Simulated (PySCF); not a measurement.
GdB at ROHF

Computed with ROHF; PySCF, spin-free X2C with a Gaussian nucleus, basis sets Gd x2c-TZVPall, B x2c-TZVPall.

* state: decet, about 7.0 electrons in the 4f shell (Mulliken)
* bond length: 2.430 Å
* harmonic wavenumber: 465 cm⁻¹
* force constant: 1.31 mdyn/Å
* rotational constant Be: 0.2774 cm⁻¹
* anharmonicity ωexe: 2.27 cm⁻¹
* vibration–rotation constant αe: 0.00173 cm⁻¹
* bond order (Mayer): 1.16
* dipole moment (positive dipole means Gd(−)B(+)): -0.32 D

Spin–orbit coupling is left out, which matters for elements this heavy, above all for dissociation energies. UHF is strongly spin-contaminated for GdB, so the ROHF reference used there is far from stable. Hartree–Fock leaves out correlation, which carries a large part of most bond energies and some tenths to 1 eV of ionisation energies. The state is the lowest single determinant that the PBE0 search found; with open d or f shells the true ground state can be another one.
